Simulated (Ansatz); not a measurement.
Reactions of `[CH3][GeH]([CH3])[SH]`.

Computed with Ansatz on PBE0-D4/def2-TZVP structures; ΔE is electronic, products minus reactants. CBS: MP2 limit from def2 TZ/QZ plus the TZ coupled-cluster correction, frozen cores. This one scheme is used for every species, atoms too. For atomizations the MP2-based limit and the directly extrapolated one differ by several kJ/mol either way, and by 10 to 25 for some Ge, Se and Sn compounds, so smaller differences from it don't rank the levels. Functionals use def2-TZVPP. Open shells (•) are unrestricted, without spin–orbit coupling. Spin–orbit coupling would lower the free atoms: a little for C, S; clearly for Ge. Bonds to Br, Ge are less sure, by a few kJ/mol each and by 10 to 20 or more in all where they break to atoms, as the def2 sets lack core-valence functions. Scalar relativity is left out up to krypton. One conformer a species, not always the lowest.

```tsv
reaction	ωB97M-V (kJ/mol)	PBE0-D4 (kJ/mol)
`[CH3][GeH]([CH3])[SH]` + CH₃OH → `C[O][GeH]([CH3])[SH]` + CH₄	-56	-51
`[CH3][GeH]([CH3])[SH]` → `[CH3][GeH2][CH2]S`	111	112
`[CH3][GeH]([CH3])[SH]` → 2 C• + Ge• + 8 H• + S•	4113	4108
`[CH3][GeH]([CH3])[SH]` → ethane + `[SH][GeH]`	122	130
`[CH3][GeH]([CH3])[SH]` + `O[SiH](F)[O][GeH3]` → `CO[SiH](F)[O][GeH3]` + `[CH3][GeH2][SH]`	90	90
`[CH3][GeH]([CH3])[SH]` + `O[Si]([SiH3])(Cl)Cl` → `CO[Si]([SiH3])(Cl)Cl` + `[CH3][GeH2][SH]`	85	85
`[CH3][GeH]([CH3])[SH]` + H₂ → `[CH3][GeH2][CH3]` + H₂S	34	37
`[CH3][GeH]([CH3])[SH]` + HBr → `[CH3][GeH]([CH3])[Br]` + H₂S	-45	-42
`[CH3][GeH]([CH3])[SH]` + H₂ → `[CH3][GeH2][SH]` + CH₄	-33	-34
`[CH3][GeH]([CH3])[SH]` + PH₃ → `[CH3][GeH]([CH3])[PH2]` + H₂S	29	25
```

Give the CCSD(T)/CBS values in the same order. (Best estimate.)

The calculation gave: -54, 111, 4121, 131, 95, 89, 36, -44, -30, 27 kJ/mol.

Largest T1 diagnostic: 0.015, for `[SH][GeH]`.
